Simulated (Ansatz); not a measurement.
Reaction (formal exchange of groups at the Si–Si bond): `OC[SiH](O)[SiH3]` + `O=CSS` → `O=C[SiH](O)CO` + `[SiH3]SS`

Gas-phase electronic energies from Ansatz, PBE0-D4/def2-TZVP geometries. CCSD(T)/CBS adds triple-zeta CCSD(T) − MP2 to the extrapolated MP2 energy (def2 sets, frozen cores). DFT in def2-TZVPP. B3LYP here is the variant with VWN-RPA as its local correlation; programs differ in this. Each species was taken in one conformer, which may not be the lowest.

`OC[SiH](O)[SiH3]`:

```xyz
13

O    -1.298   -2.213   -0.763
C    -1.292   -0.839   -0.403
Si    0.467   -0.157   -0.445
O     1.425   -1.251    0.364
Si    0.596    1.994    0.494
H    -0.568   -2.644   -0.307
H    -1.755   -0.683    0.584
H    -1.922   -0.312   -1.127
H     0.967   -0.165   -1.844
H     1.531   -1.135    1.309
H     0.298    1.926    1.954
H    -0.401    2.898   -0.142
H     1.952    2.582    0.326
```

`O=CSS`:

```xyz
6

O    -1.316    0.511    0.762
C    -0.931    0.493   -0.363
S     0.514   -0.337   -0.990
S     1.220   -1.344    0.631
H    -1.433    1.019   -1.200
H     1.946   -0.341    1.160
```

`O=C[SiH](O)CO`:

```xyz
12

O    -0.683   -0.942    2.316
C    -0.982   -1.050    1.148
Si    0.375   -0.643   -0.154
O     1.614   -0.095    0.777
C    -0.131    0.757   -1.300
O    -0.323    1.954   -0.562
H    -2.013   -1.377    0.882
H     0.712   -1.880   -0.912
H     1.446   -0.231    1.718
H    -1.081    0.526   -1.792
H     0.607    0.887   -2.104
H     0.458    2.094   -0.018
```

`[SiH3]SS`:

Z-matrix (Å, degrees):
```
Si
S 1 2.143
H 1 1.484 2 110.0
H 1 1.482 2 110.2 3 121.2
H 1 1.487 2 106.0 3 -119.1
S 2 2.065 1 97.1 3 -62.7
H 6 1.346 2 98.0 1 89.3
```

```csv
level,ΔE (kJ/mol),difference from CCSD(T)/CBS
PBE-D4,-16.5,29.7
r2SCAN-D4,-25.7,20.5
PBE0-D4,-28.9,17.3
B3LYP-D4,-35.1,11.1
ωB97X-V,-41.8,4.4
ωB97M-V,-49.0,-2.8
B2PLYP,-39.3,6.9
PBE,-16.0,30.2
r2SCAN,-25.7,20.5
PBE0,-28.5,17.7
B3LYP,-34.2,12.0
HF/def2-TZVPP,-62.3,-16.1
MP2/def2-TZVPP,-46.5,-0.3
SCS-MP2/def2-TZVPP,-49.9,-3.7
CCSD/def2-TZVPP,-49.2,-3.0
CCSD(T)/def2-TZVPP,-44.0,2.2
HF/def2-QZVPP,-62.4,-16.2
MP2/def2-QZVPP,-47.7,-1.5
SCS-MP2/def2-QZVPP,-51.4,-5.2
HF/CBS(def2),-62.5,-16.3
MP2/CBS(def2),-48.6,-2.4
CCSD/CBS(def2),-51.3,-5.1
CCSD(T)/CBS,-46.2,0
```

Largest T1 diagnostic among the species: 0.017.

From PBE to PBE0 (25 % exact exchange), in def2-TZVPP and without D4, ΔE moves by −12.5 kJ/mol. In def2-TZVPP, CCSD(T) changes the Hartree–Fock value by +18.3 kJ/mol (the triples alone add +5.2 kJ/mol) and MP2 by +15.9 kJ/mol.
